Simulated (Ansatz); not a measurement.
A first, cheap relaxation of CH$_{3}$ClGeS, SMILES `C[S][Ge][Cl]`.

```yaml
crystal:
  periodic: [false, false, false]
  atoms:
    - {symbol: C, position_ang: [-0.224500, 0.683200, -0.562900]}
    - {symbol: S, position_ang: [1.230000, -0.272400, -0.778500]}
    - {symbol: Ge, position_ang: [0.418500, -1.962500, 0.421400]}
    - {symbol: Cl, position_ang: [0.349100, -1.349500, 2.504000]}
    - {symbol: H, position_ang: [-0.151100, 1.673600, -1.147700]}
    - {symbol: H, position_ang: [-1.150000, 0.199200, -0.984200]}
    - {symbol: H, position_ang: [-0.410800, 0.960200, 0.502400]}
basis:
  gaussian: {orbitals: def2-SVP}
hamiltonian: {xc: pbe, dispersion: d4}
relax: {f_tol: 0.03, max_steps: 200}
```

```sh
$ ansatz run in.yaml --threads 2 --pin off --events-out ev --progress --plain
```

It prints (some lines left out):

```
Functional definition: PBE
mean field -80928.35727213 eV, -2974.0622745399 hartree, gradient 6.1e-5 eV, S^2 0.000000; 0 other end points of the search recorded, 0 dependent functions left out
relax step   1: F+E_penalty+E_count = -80928.56841533 eV  Δ(F+E_penalty+E_count) = +0.000e0 eV  max|allowed force component| = 2.117e0 eV/Å  Δτ_max = 0.0000 Å  (27 SCF iters, accepted)
mean field -80928.58320467 eV, -2974.0705774075 hartree, gradient 1.1e-5 eV, S^2 0.000000; 0 other end points of the search recorded, 0 dependent functions left out
relax step   2: F+E_penalty+E_count = -80928.79394886 eV  Δ(F+E_penalty+E_count) = -2.255e-1 eV  max|allowed force component| = 1.097e0 eV/Å  Δτ_max = 0.1911 Å  (34 SCF iters, accepted)
mean field -80928.69153455 eV, -2974.0745584575 hartree, gradient 9.4e-6 eV, S^2 0.000000; 0 other end points of the search recorded, 0 dependent functions left out
relax step   3: F+E_penalty+E_count = -80928.90267453 eV  Δ(F+E_penalty+E_count) = -1.087e-1 eV  max|allowed force component| = 5.385e-1 eV/Å  Δτ_max = 0.1941 Å  (35 SCF iters, accepted)
mean field -80928.80958929 eV, -2974.0788968889 hartree, gradient 9.8e-6 eV, S^2 0.000000; 0 other end points of the search recorded, 0 dependent functions left out
relax step   4: F+E_penalty+E_count = -80929.02147039 eV  Δ(F+E_penalty+E_count) = -1.188e-1 eV  max|allowed force component| = 8.179e-1 eV/Å  Δτ_max = 0.1950 Å  (33 SCF iters, accepted)
mean field -80928.94541081 eV, -2974.0838882377 hartree, gradient 1.1e-5 eV, S^2 0.000000; 0 other end points of the search recorded, 0 dependent functions left out
relax step   5: F+E_penalty+E_count = -80929.15544350 eV  Δ(F+E_penalty+E_count) = -1.340e-1 eV  max|allowed force component| = 9.418e-1 eV/Å  Δτ_max = 0.1949 Å  (33 SCF iters, accepted)
mean field -80929.07550240 eV, -2974.0886690155 hartree, gradient 1.1e-5 eV, S^2 0.000000; 0 other end points of the search recorded, 0 dependent functions left out
relax step   6: F+E_penalty+E_count = -80929.28434514 eV  Δ(F+E_penalty+E_count) = -1.289e-1 eV  max|allowed force component| = 4.598e-1 eV/Å  Δτ_max = 0.2000 Å  (33 SCF iters, accepted)
mean field -80929.10418223 eV, -2974.0897229798 hartree, gradient 1.1e-5 eV, S^2 0.000000; 0 other end points of the search recorded, 0 dependent functions left out
relax step   7: F+E_penalty+E_count = -80929.31355164 eV  Δ(F+E_penalty+E_count) = -2.921e-2 eV  max|allowed force component| = 1.548e-1 eV/Å  Δτ_max = 0.2000 Å  (34 SCF iters, accepted)
mean field -80929.11023642 eV, -2974.0899454671 hartree, gradient 1.2e-5 eV, S^2 0.000000; 0 other end points of the search recorded, 0 dependent functions left out
relax step   8: F+E_penalty+E_count = -80929.32043931 eV  Δ(F+E_penalty+E_count) = -6.888e-3 eV  max|allowed force component| = 1.391e-1 eV/Å  Δτ_max = 0.0742 Å  (29 SCF iters, accepted)
mean field -80929.10733224 eV, -2974.0898387405 hartree, gradient 1.3e-5 eV, S^2 0.000000; 0 other end points of the search recorded, 0 dependent functions left out
relax step   9: F+E_penalty+E_count = -80929.31818903 eV  Δ(F+E_penalty+E_count) = +2.250e-3 eV  max|allowed force component| = 1.453e-1 eV/Å  Δτ_max = 0.0644 Å  (28 SCF iters, rejected (line search))
mean field -80929.11297217 eV, -2974.0900460042 hartree, gradient 8.6e-6 eV, S^2 0.000000; 0 other end points of the search recorded, 0 dependent functions left out
relax step  10: F+E_penalty+E_count = -80929.32320721 eV  Δ(F+E_penalty+E_count) = -2.768e-3 eV  max|allowed force component| = 3.473e-2 eV/Å  Δτ_max = 0.0316 Å  (29 SCF iters, accepted)
mean field -80929.11354392 eV, -2974.0900670158 hartree, gradient 8.2e-6 eV, S^2 0.000000; 0 other end points of the search recorded, 0 dependent functions left out
relax step  11: F+E_penalty+E_count = -80929.32398041 eV  Δ(F+E_penalty+E_count) = -7.732e-4 eV  max|allowed force component| = 2.564e-2 eV/Å  Δτ_max = 0.0291 Å  (30 SCF iters, accepted)
mean field -80929.11305749 eV, -2974.0900491398 hartree, gradient 2.0e-5 eV, S^2 0.000000; 0 other end points of the search recorded, 0 dependent functions left out
relax step  12: F+E_penalty+E_count = -80929.32310442 eV  Δ(F+E_penalty+E_count) = +8.760e-4 eV  max|allowed force component| = 2.507e-1 eV/Å  Δτ_max = 0.1467 Å  (29 SCF iters, rejected (line search))
mean field -80929.11598300 eV, -2974.0901566503 hartree, gradient 1.2e-5 eV, S^2 0.000000; 0 other end points of the search recorded, 0 dependent functions left out
relax step  13: F+E_penalty+E_count = -80929.32599713 eV  Δ(F+E_penalty+E_count) = -2.017e-3 eV  max|allowed force component| = 1.539e-2 eV/Å  Δτ_max = 0.0715 Å  (27 SCF iters, accepted)
mean field -80929.11709689 eV, -2974.0901975847 hartree, gradient 1.2e-5 eV, S^2 0.000000; 0 other end points of the search recorded, 0 dependent functions left out
relax step  14: F+E_penalty+E_count = -80929.32666027 eV  Δ(F+E_penalty+E_count) = -6.631e-4 eV  max|allowed force component| = 1.105e-1 eV/Å  Δτ_max = 0.0743 Å  (29 SCF iters, accepted)
mean field -80929.11773867 eV, -2974.0902211697 hartree, gradient 7.2e-6 eV, S^2 0.000000; 0 other end points of the search recorded, 0 dependent functions left out
relax step  15: F+E_penalty+E_count = -80929.32741547 eV  Δ(F+E_penalty+E_count) = -7.552e-4 eV  max|allowed force component| = 5.240e-2 eV/Å  Δτ_max = 0.0097 Å  (31 SCF iters, accepted)
mean field -80929.11825256 eV, -2974.0902400549 hartree, gradient 7.4e-6 eV, S^2 0.000000; 0 other end points of the search recorded, 0 dependent functions left out
relax step  16: F+E_penalty+E_count = -80929.32786249 eV  Δ(F+E_penalty+E_count) = -4.470e-4 eV  max|allowed force component| = 4.065e-2 eV/Å  Δτ_max = 0.0274 Å  (30 SCF iters, accepted)
mean field -80929.11838058 eV, -2974.0902447598 hartree, gradient 7.8e-6 eV, S^2 0.000000; 0 other end points of the search recorded, 0 dependent functions left out
relax step  17: F+E_penalty+E_count = -80929.32804141 eV  Δ(F+E_penalty+E_count) = -1.789e-4 eV  max|allowed force component| = 5.232e-2 eV/Å  Δτ_max = 0.0409 Å  (29 SCF iters, accepted)
mean field -80929.11868142 eV, -2974.0902558154 hartree, gradient 7.0e-6 eV, S^2 0.000000; 0 other end points of the search recorded, 0 dependent functions left out
relax step  18: F+E_penalty+E_count = -80929.32826852 eV  Δ(F+E_penalty+E_count) = -2.271e-4 eV  max|allowed force component| = 1.978e-2 eV/Å  Δτ_max = 0.0106 Å  (31 SCF iters, accepted)
mean field -80929.11868142 eV, -2974.0902558154 hartree, gradient 6.9e-6 eV, S^2 0.000000; 1 other end points of the search recorded, 0 dependent functions left out
Total energy: -80929.32829972 eV, -2974.0979591456 hartree
Atom 0 at    -0.338516     0.711584    -0.544817 Å, force    -0.010848     0.019780    -0.006136 eV/Å
Atom 1 at     0.738589    -0.659749    -1.094974 Å, force    -0.005701     0.006992    -0.014762 eV/Å
Atom 2 at     1.212487    -2.034136     0.629575 Å, force     0.003146    -0.006478     0.010842 eV/Å
Atom 3 at     0.105782    -1.050783     2.305441 Å, force    -0.000753    -0.001178     0.004883 eV/Å
Atom 4 at     0.173984     1.667525    -0.767634 Å, force    -0.007979    -0.014836     0.005238 eV/Å
Atom 5 at    -1.287123     0.663030    -1.114283 Å, force     0.019721    -0.002018     0.010670 eV/Å
Atom 6 at    -0.544003     0.634330     0.541192 Å, force     0.002413    -0.002263    -0.010735 eV/Å
Dipole moment:    -0.027991     0.095003    -0.142845 e Å
```

Run time 24 s (2 threads of a server CPU on a shared host); peak host memory 0.17 GiB.
